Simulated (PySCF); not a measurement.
## Electron correlation in Ar (argon, neutral)

[Ar], closed-shell 1S. Computed with PySCF 2.14 in cc-pVTZ-DK, with the spin-free X2C one-electron Hamiltonian (Gaussian nucleus). Frozen: [Ne]; 8 electrons correlated.

MP2 pair energies summed by pair of shells (mhartree):

| pair | energy | share (%) |
| --- | --- | --- |
| 3p-3p | -150.89 | 73.2 |
| 3s-3p | -46.30 | 22.5 |
| 3s-3s | -8.92 | 4.3 |

Total MP2 correlation energy: -206.10 mhartree.

Same-spin part -51.95 and opposite-spin part -154.16 mhartree; SCS-MP2 scales them by 1/3 and 6/5 to -202.30 mhartree.

```
  level  correlation energy (mhartree)
   CCSD                        -223.58
    (T)                          -6.47
CCSD(T)                        -230.05
```

Diagnostics: T1 = 0.0021, D1 = 0.0034, largest double amplitude 0.049.

Cost of the coupled-cluster step: 0.11 s of wall time on 1 thread of Neoverse-V1 (shared host), for 8 correlated electrons.

Iterations:

```
CC2 = 0
CCSD nocc = 4, nmo = 29
frozen orbitals [0, 1, 2, 3, 4]
max_cycle = 100
direct = 0
conv_tol = 1e-08
conv_tol_normt = 1e-06
diis_space = 8
diis_start_cycle = 0
Init t2, MP2 energy = -528.827525790014  E_corr(MP2) -0.206102494972822
Init E_corr(CCSD) = -0.206102494973965
cycle = 1  E_corr(CCSD) = -0.220181725062761  dE = -0.0140792301  norm(t1,t2) = 0.020718
cycle = 2  E_corr(CCSD) = -0.222855907003829  dE = -0.00267418194  norm(t1,t2) = 0.00518531
cycle = 3  E_corr(CCSD) = -0.223598868439558  dE = -0.000742961436  norm(t1,t2) = 0.00151144
cycle = 4  E_corr(CCSD) = -0.223579066635621  dE = 1.98018039e-05  norm(t1,t2) = 0.000136217
cycle = 5  E_corr(CCSD) = -0.223576141752513  dE = 2.92488311e-06  norm(t1,t2) = 1.40291e-05
cycle = 6  E_corr(CCSD) = -0.223576656473665  dE = -5.14721152e-07  norm(t1,t2) = 3.46319e-06
cycle = 7  E_corr(CCSD) = -0.223576664492913  dE = -8.01924846e-09  norm(t1,t2) = 7.10196e-07
CCSD converged
E(CCSD) = -528.8449999595338  E_corr = -0.2235766644929132
CCSD(T) correction = -0.0064700549350022
```
